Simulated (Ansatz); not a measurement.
`[F][Sb]([SiH3])[Cl]` + H–F → `[F][Sb]([F])[Cl]` + SiH₄ at 400 K and 1 bar (cleavage of the Sb–Si bond).

Computed with Ansatz on PBE0-D4/def2-TZVP structures; ΔE is electronic, products minus reactants. CCSD(T)/CBS is the MP2 limit (def2-TZVPP, def2-QZVPP) plus CCSD(T) − MP2 in def2-TZVPP, frozen cores. This one scheme is used for every species. Elements past krypton have def2 core potentials. For Sb outer-core shells are correlated without core-valence functions, which leaves a few kJ/mol of doubt a bond.

```tsv
species	CCSD(T)/CBS energy (Eh)	H − E (kJ/mol)	S (J/(mol·K))
`[F][Sb]([SiH3])[Cl]`	-1090.53073	104.5	398.7
H–F	-100.39570	36.5	182.2
`[F][Sb]([F])[Cl]`	-899.48483	36.9	345.8
SiH₄	-291.46306	96.9	218.6
```

H − E and S are ideal-gas, rigid-rotor, harmonic terms from PBE0-D4/def2-TZVP, for one conformer and one mirror image of each species. 1 Eh = 2625.50 kJ/mol, R = 8.31446 J/(mol·K).

Problem. By hand: ΔE, ΔH, ΔS and ΔG.

Solution. ΔE = (-899.48483) + (-291.46306) − (-1090.53073) − (-100.39570) = -0.02146 Eh = -56.3 kJ/mol. Δ(H − E) = 36.9 + 96.9 − 104.5 − 36.5 = -7.2, so ΔH = -63.5 kJ/mol. ΔS = 345.8 + 218.6 − 398.7 − 182.2 = -16.5 J/(mol·K). ΔG = -63.5 − 400 × (-16.5)/1000 = -56.9 kJ/mol.

Problem. By hand: the equilibrium constant, and the temperature at which ΔG would vanish if ΔH and ΔS stayed fixed.

Solution. log₁₀ K = −ΔG/(RT ln 10) = 7.4. ΔG = 0 at ΔH/ΔS = 3848 K, far beyond where these terms or the molecules hold.

ΔH outweighs TΔS. A doubt of 5 kJ/mol in ΔE shifts log₁₀ K by 0.7 here. Other conformers and mirror images would add mixing entropy, several J/(mol·K) or more a flexible species. These are equilibria of isolated gas molecules and say nothing of rates. Largest T1 diagnostic: 0.015 (customary marks: 0.02 for closed shells, 0.045 for open ones).
